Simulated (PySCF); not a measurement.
**C3H12OSi2**

C3H12OSi2 is a small molecule, neutral, singlet. The structure, one conformer, was relaxed in the gas phase by PBE0-D3(BJ)/def2-SVP. No frequency run checks that it is a minimum.

SMILES: C[Si](C)(C)O[SiH3]

```xyz
18

C    -0.734   -0.823   -1.481
Si   -0.380   -0.142    0.230
C    -0.653   -1.447    1.541
C    -1.423    1.376    0.568
O     1.233    0.304    0.311
Si    2.544    0.810   -0.551
H    -0.574   -0.060   -2.259
H    -0.078   -1.679   -1.706
H    -1.777   -1.169   -1.560
H    -0.420   -1.048    2.541
H    -1.699   -1.792    1.548
H    -0.007   -2.321    1.368
H    -1.219    2.167   -0.172
H    -2.498    1.139    0.523
H    -1.206    1.786    1.567
H     2.970   -0.234   -1.535
H     3.669    1.073    0.393
H     2.240    2.068   -1.304
```
Atom numbers follow the order of the file, from 1.

Shieldings: GIAO PBE0/pcSseg-1. Shifts are against computed references at the same level: C TMS (σ 184.4 ppm), H TMS (σ 31.27 ppm), Si TMS (σ 352.0 ppm). Core levels by delta-SCF with SCAN, pcX-2 on the ionised atom and pcseg-1 elsewhere, spin-free X2C (2p3/2 is the spin-free 2p value less a third of a first-order spin-orbit splitting); from the vacuum level, for chosen atoms.

Q: Give the NMR and core-level values of the distinct atoms.

A: 
| atoms | bonded to | σ (ppm) | δ (ppm) | core level (eV) |
| --- | --- | --- | --- | --- |
| C1 | 1 Si + 3 H | 183.7 | 0.7 | 1s 289.99 |
| Si2 | 3 C + 1 O | 331.1 | 20.9 | 2p3/2 106.60 |
| C3 | 1 Si + 3 H | 182.8 | 1.6 | 1s 289.94 |
| C4 | 1 Si + 3 H | 183.2 | 1.2 | 1s 289.95 |
| O5 | 2 Si | 302.5 | - | 1s 537.35 |
| Si6 | 1 O + 3 H | 395.7 | -43.7 | - |
| H7 H8 H9 | 1 C | 31.13 | 0.14 | - |
| H10 H11 H12 | 1 C | 31.14 | 0.13 | - |
| H13 H14 H15 | 1 C | 31.14 | 0.12 | - |
| H16 H17 H18 | 1 Si | 26.30 | 4.97 | - |

Values are those of this one static structure, with the three H of a rotating XH3 group averaged; atoms that internal rotation interchanges would show their mean in an NMR spectrum.

Q: By CAM-B3LYP/def2-SVPD (TDDFT singlets, Tamm-Dancoff triplets, ionisation by delta-SCF), where does absorption start, and what does vertical ionisation take?

A: The lowest singlet lies at 7.36 eV (f 0.009), the strongest of the first 6 at 8.42 eV (f 0.122), the lowest triplet at 7.06 eV; vertical ionisation takes 10.13 eV.
